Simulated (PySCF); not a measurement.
**Exercise with solution: dipole moment from atomic charges**

ZnHF, SMILES [F][ZnH]. Atoms are numbered in the order given.

```xyz
3

Zn     0.0000     0.0000    -0.3560
H      0.0000     0.0000    -1.8629
F      0.0000     0.0000     1.3936
```
Charge 0, spin multiplicity 1.

Geometry optimised at PBE0-D3(BJ)/def2-TZVP.

Charges (e) from M06-2X/def2-TZVPD run with PySCF:

```
atom     IAO  ESP fit
----  ------  -------
Zn1    1.267    0.862
H2    -0.431   -0.319
F3    -0.836   -0.543
```

The dipole moment of the full density is 2.20 D.

Question: What dipole moment does each set of point charges give, and which comes closer to that of the density?

Answer: 
μ = Σ q r, and 1 e Å = 4.8032 D.
IAO: Σ q r = (0.000, 0.000, -0.813) e Å, |μ| = 3.91 D.
ESP fit: Σ q r = (0.000, 0.000, -0.469) e Å, |μ| = 2.25 D.
ESP fit comes closer in size. Point charges leave out the atoms' own dipoles (lone pairs, polarised bonds); fits to the potential absorb them, partitions of the density don't.
